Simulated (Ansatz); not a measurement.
Relaxation of AlH₄OSe (7 atoms, charge 1, multiplicity 1), to a largest force component of 0.015 eV/Å in at most 40 steps.

These are results of RKS PBE-D4/def2-SVP in Ansatz, not measurements.

```xyz
7
Properties=species:S:1:pos:R:3:forces:R:3
O -0.804 -0.155 -1.748 0.60 0.49 1.43
Se 0.170 -1.039 -0.068 -0.69 -1.06 -1.84
Al 0.725 0.459 1.713 0.04 0.92 0.43
H -1.681 -0.556 -1.890 -0.44 -0.34 0.03
H -0.272 -0.272 -2.558 0.37 -0.17 -0.36
H -0.283 0.533 2.861 -0.67 -0.07 0.51
H 2.144 1.029 1.691 0.78 0.24 -0.20
```

Where does it end, and by what steps?

The run converged. Limits of this set-up: the dipole of an ion depends on the origin. After 18 steps the energy has fallen by 0.923 eV; H7 moved furthest, 1.43 Å.

| step | energy less start (eV) | largest force component (eV/Å) | accepted |
| --- | --- | --- | --- |
| 0 | 0.0000 | 1.836 | yes |
| 1 | -0.3380 | 0.781 | yes |
| 2 | -0.4224 | 0.261 | yes |
| 3 | -0.4598 | 0.346 | yes |
| 4 | -0.4683 | 0.230 | yes |
| 5 | -0.4797 | 0.087 | yes |
| 6 | -0.5191 | 0.126 | yes |
| 7 | -0.5719 | 0.171 | yes |
| 8 | -0.6514 | 0.252 | yes |
| 9 | -0.7390 | 0.272 | yes |
| 10 | -0.8084 | 0.388 | yes |
| 11 | -0.8918 | 0.155 | yes |
| 12 | -0.9192 | 0.045 | yes |
| 13 | -0.9220 | 0.069 | yes |
| 14 | -0.9229 | 0.040 | yes |
| 15 | -0.9231 | 0.038 | yes |
| 16 | -0.9233 | 0.017 | yes |
| 17 | -0.9233 | 0.027 | no |
| 18 | -0.9235 | 0.003 | yes |

```xyz
7
Properties=species:S:1:pos:R:3
O -0.329 -0.177 -1.590
Se -0.613 -1.093 0.211
Al 0.507 0.477 1.616
H -1.197 0.026 -2.013
H 0.168 -0.770 -2.203
H 0.303 -0.213 3.034
H 1.160 1.750 0.945
```

The run took 52 s on 1 thread of Arm Neoverse V1, on a shared host, peak memory 0.12 GiB.
